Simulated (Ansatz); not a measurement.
F$_{3}$OSi (`[O][Si](F)(F)F`) radical. Total charge 0; spin multiplicity 2. Geometry: relaxed with PBE0-D4/def2-TZVP.

```xyz
5

O    -1.115    0.466    1.100
Si    0.006    0.002   -0.018
F     0.825    1.221   -0.558
F     0.951   -0.999    0.726
F    -0.667   -0.691   -1.249
```

What is the dipole moment at ωB97M-V/def2-TZVPP? (Best estimate.)

Computed: 0.15 D, with components (0.06, 0.00, -0.14) D in this frame, pointing from negative to positive charge.

And with PBE, r2SCAN, B3LYP? (Best estimate.)

Computed: PBE 0.29 D, r2SCAN 0.20 D, B3LYP 0.17 D.

Give the Mulliken charges with ωB97M-V, r2SCAN, PBE in def2-TZVPP. (Estimate.)

The calculation gave: 
| atom | ωB97M-V | r2SCAN | PBE |
| --- | --- | --- | --- |
| O1 | -0.24 | -0.24 | -0.21 |
| Si2 | 1.02 | 1.04 | 0.89 |
| F3 | -0.26 | -0.27 | -0.23 |
| F4 | -0.26 | -0.26 | -0.22 |
| F5 | -0.26 | -0.27 | -0.23 |

B3LYP here is the variant with VWN-RPA as its local correlation; programs differ in this.
